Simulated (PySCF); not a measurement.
MoCl₃H₃, SMILES [Cl][MoH3]([Cl])[Cl], multiplicity 1.

Geometry optimised at PBE0-D3(BJ)/def2-SVP. The spin state was assumed, not searched. The structure was generated by enumeration; whether it is a known compound was not checked. The def2 effective core potentials stand for the cores of Mo; spin–orbit coupling is left out.

The numbers are results of PBE0-D3(BJ)/def2-SVP (PySCF 2.14.0), not measurements.

Frequencies are harmonic and unscaled.

Modes within 1.5 cm⁻¹ of each other (mostly degenerate sets) share a row, with their intensities summed.

Computed normal modes with their intensities:
| mode | ν (cm⁻¹) | IR (km/mol) | moving atoms (share of kinetic energy) |
|---|---|---|---|
| 1–2 | 96 | 0.3 | Cl 86 %, Mo 14 % |
| 3 | 158 | 0.4 | Cl 54 %, Mo 44 % |
| 4 | 360 | 0.0 | H 100 % |
| 5 | 382 | 4.3 | Cl 94 % |
| 6–7 | 430 | 161.3 | Cl 64 %, Mo 34 % |
| 8–9 | 604 | 5.6 | H 94 % |
| 10–11 | 938 | 65.1 | H 100 % |
| 12 | 1143 | 119.8 | H 99 % |
| 13–14 | 2119 | 35.1 | H 100 % |
| 15 | 2141 | 1.4 | H 98 % |
